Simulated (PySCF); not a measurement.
BiCl₃, charge -1, multiplicity 2. Atoms are numbered in the order given.

```xyz
4

Bi     0.0000     0.0000     0.0000
Cl    -2.6861     0.0000     0.0000
Cl     1.3431     2.3262     0.0000
Cl     1.3431    -2.3262     0.0000
```
Charge -1, spin multiplicity 2.

The structure is a stationary point at B3LYP-D3(BJ)/def2-SVPD. The multiplicity is an assumed one; other spin states were not compared. The isomer is the one that the SMILES or the coordinates give; other isomers of the formula were not compared. The def2 effective core potentials stand for the cores of Bi; spin–orbit coupling is left out.

Computed with C-PCM-ωB97X/def2-SVPD (PySCF).

The values are the electrostatic part of the solvation free energy, E(continuum) − E(gas) at the gas-phase geometry, in a cavity of scaled van der Waals radii (PySCF's table); cavitation and dispersion terms are not included. A continuum can't describe solvent molecules that bind to the metal.

| solvent | ε | ΔG(elec) (kcal/mol) |
|---|---|---|
| water | 78.36 | -46.6 |
| ethanol | 24.85 | -45.2 |
| cyclohexanone | 15.62 | ? |

**Question.** What belongs in the gaps? (An estimate is asked for; the answer gives what the named calculation found.)

**Answer.** 
- cyclohexanone, ΔG(elec) (kcal/mol): -44.1
